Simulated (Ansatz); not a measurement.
Name a neutral molecule of B, C, N, Si and H with size of the dipole moment (B3LYP/def2-TZVPP) between 0.80 and 1.10 D and LUMO energy (PBE0/def2-TZVPP) between -1.70 and -1.40 eV (Ansatz, PBE0-D4/def2-TZVP geometry).

`CB[SiH](N)N` (0.95 D, -1.53 eV); `CB[SiH2]N` (0.82 D, -1.68 eV). Other molecules can fit too; these were computed, each in one conformer that needn't be the lowest.

B3LYP here is the variant with VWN-RPA as its local correlation; programs differ in this.
